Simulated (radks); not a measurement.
Mo II, configuration [Kr] 4d5. All-electron calculation, Dirac Kohn-Sham, PBEsol, spin-unpolarised, spherical densities, point nucleus; open shells fill j = l - 1/2 first. Program: a radial shooting solver on a logarithmic mesh with Libxc functionals.

X-ray form factor f0, the Fourier transform of the density (f0(0) = 41):

| sin(theta)/lambda (1/angstrom) | f0 (electrons) |
|---|---|
| 0.05 | 40.302 |
| 0.1 | 38.448 |
| 0.15 | 35.956 |
| 0.2 | 33.292 |
| 0.25 | 30.736 |
| 0.3 | 28.419 |
| 0.4 | 24.621 |
| 0.5 | 21.784 |
| 0.6 | 19.576 |
| 0.8 | 16.014 |
| 1 | 12.957 |
| 1.25 | 9.901 |
| 1.5 | 7.845 |
| 2 | 5.820 |
